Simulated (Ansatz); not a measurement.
CBrCl2F (`FC(Cl)(Cl)Br`), relaxed with RKS PBE-D4/def2-SVP in the Gaussian-basis code of Ansatz from a rough embedded geometry. The force threshold is 0.03 eV/Å; the program also tests the step.

Charge 0, multiplicity 1.

Start:

```xyz
5

F     0.822   -0.976   -0.709
C     0.072   -0.076   -0.010
Cl   -1.460   -0.848    0.330
Cl    0.812    0.368    1.454
Br   -0.246    1.532   -1.066
```

| step | energy (eV) | largest force (eV/Å) | largest move (Å) |
| --- | --- | --- | --- |
| 1 | -98801.2652 | 1.854 | 0.000 |
| 2 | -98801.3662 | 0.985 | 0.066 |
| 3 | -98801.3915 | 0.631 | 0.018 |
| 4 | -98801.4004 | 0.321 | 0.023 |
| 5 | -98801.4020 | 0.025 | 0.006 |

End:

```xyz
5

F     0.827   -0.925   -0.705
C     0.050   -0.083   -0.013
Cl   -1.510   -0.875    0.328
Cl    0.872    0.356    1.505
Br   -0.239    1.528   -1.115
```

Run time 2 s (4 threads of a server CPU on a shared host); peak host memory 0.17 GiB.
